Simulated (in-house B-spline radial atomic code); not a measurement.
## CAM-B3LYP excitations of Sr

Method: CAM-B3LYP. Computed with an all-electron radial atomic-structure program (B-spline basis): linear response of the closed shell [Kr] 5s2 with the functional's adiabatic kernel; scalar-relativistic (spin-free one-electron X2C), finite nucleus, no spin-orbit coupling, no double excitations, S, P, D and F terms only; shells from n = 3 respond.

Command:
```bash
python run_td.py task.json out
```
Settings (radii: box in bohr, nucleus in fm):
```
Z                        38
electrons                38
configuration            [Kr] 5s2
hamiltonian              x2c
method                   camb3lyp
box_radius               75
rms_radius               4.224
intervals                77
```

Cost of the run: 4.3 s on 1 thread of Arm Neoverse N1 (shared host).

The lowest states, in the order of their Tamm-Dancoff energies; the method's threshold (minus the highest occupied level) is 4.827 eV. Labels give the largest channel, * marks a mixed state, and oscillator strengths are full-response dipole values. Measured ¹D terms are left out, since they can mix with doubly excited terms. Semilocal kernels can invert the small singlet-triplet splittings of Rydberg terms. Energies in eV:

| state | full response | Tamm-Dancoff | oscillator strength | measured (J-weighted term) |
| --- | --- | --- | --- | --- |
| 5s → 5p 3P | ? | ? | - | ? |
| 5s → 4d 3D | 1.949 | 1.979 | - | 2.263 |
| 5s → 4d 1D | 2.517 | 2.547 | - | - |
| 5s → 5p 1P | 2.820 | 2.947 | 1.9 | 2.690 |
| 5s → 6s 3S | 3.468 | 3.471 | - | 3.600 |
| 5s → 6s 1S | 3.606 | 3.615 | - | 3.793 |
| 5s → 6p 3P | 3.959 | 3.963 | - | - |
| 5s → 5d 1D | 4.039 | 4.041 | - | - |
| 5s → 6p 1P | 4.039 | 4.065 | 0.11 | - |
| 5s → 5d 3D | ? | ? | - | ? |

Task: Where does 5s → 5d 3D lie?

Result: At 4.089 eV in full response, 4.090 eV in Tamm-Dancoff; measured 4.343 eV.

Task: Where does 5s → 5p 3P lie?

Result: At 1.723 eV in full response, 1.806 eV in Tamm-Dancoff; measured 1.823 eV.

Task: How large is the singlet-triplet splitting of 5s → 4d (D terms) in Tamm-Dancoff?

Result: 0.568 eV, from the unrounded values.

Task: What polarisabilities and dispersion coefficient does the method give?

Result: Dipole 190.1 bohr³, quadrupole 4413 bohr⁵, C6 3029 hartree·bohr⁶ for two such species. Recommended dipole value: 197.2 ± 0.2 bohr³ (Schwerdtfeger and Nagle, table of static dipole polarizabilities (2023 update)), which includes relativity and correlation.
